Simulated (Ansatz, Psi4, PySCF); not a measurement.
Cl, charge -1, singlet. Base run: WB97X/6-31G** (PySCF).

Input for PySCF:
```python
from pyscf import gto, scf, dft

mol = gto.Mole()
mol.atom = '''
    Cl    0.000000    0.000000    0.000000
'''
mol.basis = '6-31g**'
mol.charge = -1
mol.spin = 0
mol.verbose = 4
mol.build()

mf = dft.RKS(mol)
mf.xc = 'wb97x'
mf.kernel()
```

The same geometry, method and basis name were run in Ansatz (a program for electronic structure) and Psi4 and PySCF, at each program's defaults and at the settings that a row names. The base is PySCF at its defaults. Differences at the defaults can come from grids, fitting, cores and function types together.

```csv
code and settings,ΔE vs base (µEh),basis functions,E (Eh),SCF cycles
"PySCF, defaults (exact integrals, its default grid, spherical functions)",0.0,18,-460.23122,6
"Psi4, defaults (density fitting with its default set, its default grid, Cartesian functions)",-2889,19,-460.23411,8
"Ansatz, defaults (factorised integrals, its default grid, Cartesian functions)",-2902,19,-460.23412,-
"PySCF, density fitting with def2-universal-jkfit",-26.2,18,-460.23125,6
"PySCF, fine grid",2.0,18,-460.23122,6
"Psi4, exact integrals, spherical functions, fine grid",2.7,18,-460.23122,9
"Ansatz, high accuracy, Cartesian functions as the basis file defines them",-2902,19,-460.23412,-
```
